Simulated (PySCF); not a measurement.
F3S, multiplicity 2. Atoms are numbered in the order given.

```xyz
4

F      0.0000     1.6573    -0.2853
S      0.0000     0.0000    -0.3588
F      0.0000    -1.6573    -0.2853
F      0.0000     0.0000     1.2084
```
Charge 0, spin multiplicity 2.

Coordinates come from a PBE0-D3(BJ)/def2-TZVP optimisation. A frequency run showed that this geometry is not a minimum. The isomer is the one that the SMILES or the coordinates give; other isomers of the formula were not compared.

Level of theory: PBE/def2-TZVPD run with PySCF.

Isolated molecule, no solvent.

Estimate the frontier levels, dipole moment and polarisability. (The exact figures need the calculation; the answer reports its results.)


- α spin, highest occupied and lowest empty level = -6.97 and -2.66 eV
- β spin, highest occupied and lowest empty level = -8.55 and -5.67 eV
- dipole moment = 0.45 D
- quadrupole, principal values (traceless, Buckingham form, about the centre of nuclear charge) = -5.57, 2.35, 3.22 D·Å
- mean static polarisability = 29.2 bohr³ (4.32 Å³)
- polarisability, principal values = 22.0, 26.8, 38.7 bohr³
- ⟨S²⟩ = 0.754 (pure state 0.75)
